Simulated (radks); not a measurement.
Hf21+, 51 electrons, occupied as [Kr] 4d10 4f5. Method: scalar-relativistic Kohn-Sham, BLYP, spin-polarised, spherical densities, finite nucleus; open shells are filled with parallel spins first (spin-orbit coupling, left out, can overturn this in heavy ions); Fermi nuclear charge, rms radius 5.347 fm; computed with a radial shooting solver on a logarithmic mesh with Libxc functionals. Some entries of the table are withheld. Estimate them.

| orbital | occ. | eigenvalue (hartree) | <1/r> (bohr^-1) |
|---|---|---|---|
| 1s down | 1 | -2420.449 | 83.78 |
| 1s up | 1 | -2420.448 | 83.78 |
| 2s up | 1 | -432.0354 | 19.56 |
| 2s down | 1 | -432.0307 | 19.56 |
| 2p up | 3 | -382.0881 | 17.85 |
| 2p down | 3 | -382.0848 | 17.85 |
| 3s up | 1 | -115.4475 | 7.242 |
| 3s down | 1 | -115.2878 | 7.250 |
| 3p up | 3 | -100.5159 | 6.717 |
| 3p down | 3 | -100.3561 | 6.725 |
| 3d up | 5 | -82.81506 | 6.352 |
| 3d down | 5 | -82.69311 | 6.359 |
| 4s up | 1 | -39.61938 | 3.181 |
| 4s down | 1 | -39.34290 | 3.175 |
| 4p up | 3 | -34.51706 | 2.934 |
| 4p down | 3 | -34.25049 | 2.927 |
| 4d up | 5 | -27.95760 | (1) |
| 4d down | 5 | -27.69590 | (2) |
| 4f up | 5 | -20.69952 | 2.383 |
| 4f down | 0 | -20.42198 | 2.375 |
| 5s up | 0 | -18.82830 | 1.587 |
| 5s down | 0 | -18.69768 | 1.574 |
| 5p up | 0 | -16.93050 | 1.472 |
| 5p down | 0 | -16.82262 | 1.457 |

Answer. 
(1) 4d up <1/r> (bohr^-1): 2.678
(2) 4d down <1/r> (bohr^-1): 2.670
